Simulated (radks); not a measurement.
The numbers below are computed, except where a source is named.
Ionisation of Bi, [Hg] 6p3, to Bi+, [Hg] 6p2, under several functionals. Scalar-relativistic Kohn-Sham, spin-polarised, spherical densities, finite nucleus; open shells are filled with parallel spins first (spin-orbit coupling, left out, can overturn this in heavy ions); a radial shooting solver on a logarithmic mesh with Libxc functionals.

| functional | E(Bi) (hartree) | Exc (hartree) | IE (eV) | -e(HOMO) (eV) | <r> HOMO (bohr) | IE error (eV) |
|---|---|---|---|---|---|---|
| BP86 | -21526.6868 | -396.8834 | 8.630 | 5.261 | 3.009 | +1.345 |
| AM05 | -21513.3624 | -383.6295 | 8.521 | 5.159 | 3.005 | +1.236 |
| LDA (Slater exchange, Perdew-Zunger correlation) | -21512.8824 | -383.1358 | 8.628 | 5.251 | 3.011 | +1.342 |
| exchange-only LDA | -21504.1819 | -374.3483 | 7.872 | 4.579 | 3.079 | +0.587 |
| exchange-only r2SCAN | -21521.7674 | -390.0320 | 8.278 | 5.037 | 3.038 | +0.993 |
| SCAN | -21527.6335 | -396.1480 | 8.912 | 5.562 | 2.976 | +1.626 |
| TASK exchange with Perdew-Wang LDA correlation | -21524.7163 | -392.2061 | 9.052 | 5.726 | 2.943 | +1.767 |
| RPBE | -21524.9081 | -395.1224 | 8.496 | 5.152 | 3.015 | +1.211 |

NIST Atomic Spectra Database: 7.286 eV (measured). Closest: exchange-only LDA. The Delta-SCF values span 1.18 eV, the total energies 23.45 hartree. The highest occupied level is 6p. Open shells are spherical and high-spin; term and fine-structure splittings are not resolved. Spin-orbit splitting is averaged out at the scalar-relativistic level.
